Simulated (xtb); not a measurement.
As₂, triplet, at a GFN2-xTB geometry (a higher spin typed on purpose: for a closed-shell molecule this is an excited state); GFN0-xTB (xtb 6.7.1).

The xtb input:
```
$ xtb mol.xyz --gfn 0 --uhf 2 --json

# file mol.xyz
2

As    -0.00000000    -0.00000000    -1.12716632
As     0.00000000     0.00000000     1.12716632
```

Problem. Predict the main parts of the log of this xtb run.

Solution. 
```
   ID    Z sym.   atoms
    1   33 As     1, 2

           -------------------------------------------------
          |                Calculation Setup                |
           -------------------------------------------------

           -------------------------------------------------
          |                 G F N 0 - x T B                 |
           -------------------------------------------------

          ...................................................
          :                      SETUP                      :
          :.................................................:
          :  # basis functions                  20          :
          :  # atomic orbitals                  18          :
          :  # shells                            6          :
          :  # electrons                        10          :
          :  electronic temp.          300.0000000     K    :
          :  accuracy                    1.0000000          :
          :  -> integral cutoff          0.2500000E+02      :
          :  -> integral neglect         0.1000000E-07      :
          ...................................................

         :::::::::::::::::::::::::::::::::::::::::::::::::::::
         ::                     SUMMARY                     ::
         :::::::::::::::::::::::::::::::::::::::::::::::::::::
         :: total energy              -4.862485498589 Eh    ::
         :: gradient norm              0.011113261963 Eh/a0 ::
         :: HOMO-LUMO gap              0.000000000000 eV    ::
         ::.................................................::
         :: H0 energy                 -4.869157071933 Eh    ::
         :: repulsion energy           0.006954092186 Eh    ::
         :: electrostat energy         0.000000000000 Eh    ::
         :: -> Gsolv                   0.000000000000 Eh    ::
         ::    -> Gsasa                0.000000000000 Eh    ::
         ::    -> Gshift               0.000000000000 Eh    ::
         :: dispersion energy         -0.000282518842 Eh    ::
         :: short-range corr.          0.000000000000 Eh    ::
         :: add. restraining           0.000000000000 Eh    ::
         :: total charge               0.000000000000 e     ::
         :::::::::::::::::::::::::::::::::::::::::::::::::::::

           -------------------------------------------------
          |                Property Printout                |
           -------------------------------------------------

    * Orbital Energies and Occupations

         #    Occupation            Energy/Eh            Energy/eV
      -------------------------------------------------------------
         1        2.0000           -0.6286452             -17.1063
         2        2.0000           -0.6042317             -16.4420
         3        2.0000           -0.4192564             -11.4085
         4        1.5000           -0.4071608             -11.0794
         5        1.5000           -0.4071608             -11.0794
         6        0.5000           -0.3407738              -9.2729 (HOMO)
         7        0.5000           -0.3407738              -9.2729 (LUMO)
         8                         -0.1998722              -5.4388
         9                         -0.0102216              -0.2781
        10                         -0.0102216              -0.2781
        11                          0.0006002               0.0163
        12                          0.0006002               0.0163
        13                          0.0439283               1.1954
        14                          0.0439283               1.1954
        15                          0.0918567               2.4995
        16                          0.2818688               7.6700
        17                          0.2818688               7.6700
        18                          1.7005219              46.2736
      -------------------------------------------------------------
                  HL-Gap            0.0000000 Eh            0.0000 eV
             Fermi-level            0.0000000 Eh            0.0000 eV

     #   Z          covCN         q      C6AA      α(0)
     1  33 As       0.978     0.000   265.333    30.694
     2  33 As       0.978    -0.000   265.333    30.694

 Mol. C6AA /au·bohr⁶  :       1061.332145
 Mol. C8AA /au·bohr⁸  :      81746.477950
 Mol. α(0) /au        :         61.387212

Wiberg/Mayer (AO) data.
largest (>0.10) Wiberg bond orders for each atom

 ---------------------------------------------------------------------------
     #   Z sym  total        # sym  WBO       # sym  WBO       # sym  WBO
 ---------------------------------------------------------------------------
     1  33 As   1.800 --     2 As   1.800
     2  33 As   1.800 --     1 As   1.800
 ---------------------------------------------------------------------------

Topologies differ in total number of bonds
Writing topology from bond orders to xtbtopo.mol

 dipole moment from electron density (au)
     X       Y       Z
  -0.0000   0.0000   0.0000  total (Debye):    0.000

           -------------------------------------------------
          | TOTAL ENERGY               -4.862485498589 Eh   |
          | GRADIENT NORM               0.011113261963 Eh/α |
          | HOMO-LUMO GAP               0.000000000000 eV   |
           -------------------------------------------------

normal termination of xtb
```
